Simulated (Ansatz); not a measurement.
Reactions of FGa, SMILES `[F][Ga]`.

Isolated molecules relaxed with PBE0-D4/def2-TZVP in Ansatz; ΔE leaves out vibrations. CCSD(T)/CBS adds triple-zeta CCSD(T) − MP2 to the extrapolated MP2 energy (def2 sets, frozen cores). This one scheme is used for every species, atoms too. Functionals use def2-TZVPP. No spin–orbit coupling; open shells (•) take unrestricted orbitals. Spin–orbit coupling would lower the free atoms: a little for F; clearly for Ga. Bonds to Br, Ga are less sure, by a few kJ/mol each and by 10 to 20 or more in all where they break to atoms, as the def2 sets lack core-valence functions. Scalar relativity is left out up to krypton. One conformer a species, not always the lowest.

```tsv
reaction	r2SCAN-D4 (eV)
`[F][Ga]` + `ClC1=C(Br)C1` → `[Cl][Ga]` + `FC1=C(Br)C1`	0.15
`[F][Ga]` + `O=C[SiH2]Br` → `[Ga][Br]` + `O=C[SiH2]F`	-0.66
`[F][Ga]` + HCl → `[Cl][Ga]` + H–F	-0.19
`[F][Ga]` → F• + Ga•	6.11
`[F][Ga]` + HBr → `[Ga][Br]` + H–F	-0.29
```

(1) Give the CCSD(T)/CBS values in the same order. (Estimate.)

Largest T1 diagnostic: 0.016, for `[F][Ga]`.

Answers

(1) Computed: 0.20, -0.69, -0.25, 6.21, -0.36 eV.
